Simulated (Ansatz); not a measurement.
Process, species as SMILES: FSF → F atom + F[S] (F-S)
B3LYP-D3(BJ)/def2-TZVP geometries, fixed; electronic energies without zero-point terms.

The bond dissociation energy at MP2 with Ansatz (a quantum-chemistry and plane-wave program), in kcal/mol, split into its Hartree-Fock and correlation parts. Cores are frozen. Open shells are unrestricted. No added dispersion term, no relativity. Functions are those of the species that has most.

| basis | X | functions | Hartree-Fock | MP2 |
|---|---|---|---|---|
| aug-cc-pV(D+d)Z | 2 | 78 | 39.62 | 87.97 |
| aug-cc-pV(T+d)Z | 3 | 147 | 43.21 | 95.97 |
| aug-cc-pV(Q+d)Z | 4 | 249 | 43.80 | 98.41 |
| aug-cc-pV(5+d)Z | 5 | 390 | 43.87 | 99.20 |

Worked estimate of the basis-set limit from each neighbouring pair, with Hartree-Fock from the larger set and the correlation part extrapolated as X^-3.
Correlation parts: X = 2: 48.35, X = 3: 52.76, X = 4: 54.61, X = 5: 55.33.
- (2,3): (27·(52.76) - 8·(48.35))/19 = 54.62; with Hartree-Fock 43.21 the estimate is 97.83 kcal/mol.
- (3,4): (64·(54.61) - 27·(52.76))/37 = 55.96; with Hartree-Fock 43.80 the estimate is 99.76 kcal/mol.
- (4,5): (125·(55.33) - 64·(54.61))/61 = 56.09; with Hartree-Fock 43.87 the estimate is 99.96 kcal/mol.
The last two estimates differ by 0.20 kcal/mol; the largest set lies 0.76 from the last. Over the last step Hartree-Fock moves by 0.07 and the correlation part by 0.72.
